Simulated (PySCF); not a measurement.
# One molecule, many inputs

Molecule: SMILES Nc1cccc2c1CC2, C8H9N; geometry GFN2-xTB.

Cartesian coordinates in Å; atom numbers follow the order of the lines, from 1:
```xyz
18

N     0.7222    2.4174   -0.4563
C     0.7211    1.0671   -0.1581
C     1.8953    0.3934    0.2159
C     1.9003   -0.9379    0.5914
C     0.7380   -1.7086    0.6260
C    -0.4081   -1.0483    0.2566
C    -0.4205    0.2885   -0.1243
C    -1.9076    0.2928   -0.3769
C    -1.8946   -1.2012    0.0559
H     1.6091    2.8051   -0.7364
H    -0.0625    2.7461   -0.9953
H     2.8275    0.9420    0.2080
H     2.8421   -1.3933    0.8633
H     0.7606   -2.7457    0.9226
H    -2.4875    0.9503    0.2700
H    -2.2002    0.4608   -1.4137
H    -2.1851   -1.9055   -0.7225
H    -2.4586   -1.4168    0.9621
```

All runs: PySCF 2.14, non-relativistic, gas phase unless a solvent (IEF-PCM) is named; grid level 2, GIAOs and SCF threshold 1e-9 unless changed. The yardstick, PBE0/pcSseg-1, gives these isotropic shieldings σ (ppm, equivalent atoms averaged): C6 34.6, C2 40.9, C4 52.7, C7 57.3, C8 159.2, H14 25.03, H12 25.13.

Question: What do these inputs give? (1) BP86/MINI; diis off; max_cycle 88; (2) HSE06/3-21G; max_cycle 2; scale 0.97; altered: scale 0.97; (3) PBE0/IGLO-II; grid level 1; (4) TPSS/def2-SVPD; max_cycle 95; scale 1.89; altered: scale 1.89; (5) revPBE/cc-pVDZ; diis off; max_cycle 87

Answer: 
| run | outcome | functions | wall time | C6 | C2 | C4 | C7 | C8 | H14 | H12 |
| --- | --- | --- | --- | --- | --- | --- | --- | --- | --- | --- |
| 1 | not converged | 54 | 49 s | – | – | – | – | – | – | – |
| 2 | not converged | 99 | 4.9 s | – | – | – | – | – | – | – |
| 3 | converged | 252 | 28 s | 37.1 | 44.1 | 55.7 | 59.3 | 161.3 | 25.54 | 25.53 |
| 4 | not converged | 252 | 5.3 min | – | – | – | – | – | – | – |
| 5 | not converged | 171 | 3.1 min | – | – | – | – | – | – | – |

Times are on 1 thread of an Arm Neoverse V1, shared host.

Question: Comment on the technical settings and failures.

Answer: 
- Run 1: The SCF stopped after 88 cycles without meeting its threshold, with DIIS switched off and the cycle limit at 88, so no response property followed.
- Run 2: All coordinates were scaled by 0.97, as happens with a wrong length unit or a careless edit. The SCF stopped after 2 cycles without meeting its threshold and the cycle limit at 2, so no response property followed.
- Run 3: The orbital basis differs from the yardstick's, which in itself moves the values. Grid level 1 is coarse; it adds numerical noise and can break the equality of equivalent atoms.
- Run 4: All coordinates were scaled by 1.89, as happens with a wrong length unit (bohr read as Å or the reverse). The SCF stopped after 95 cycles without meeting its threshold and the cycle limit at 95, so no response property followed.
- Run 5: The SCF stopped after 87 cycles without meeting its threshold, with DIIS switched off and the cycle limit at 87, so no response property followed.

Runs 1, 2, 4, 5 were set up unsoundly or failed; their numbers aren't to be quoted as properties of the molecule.
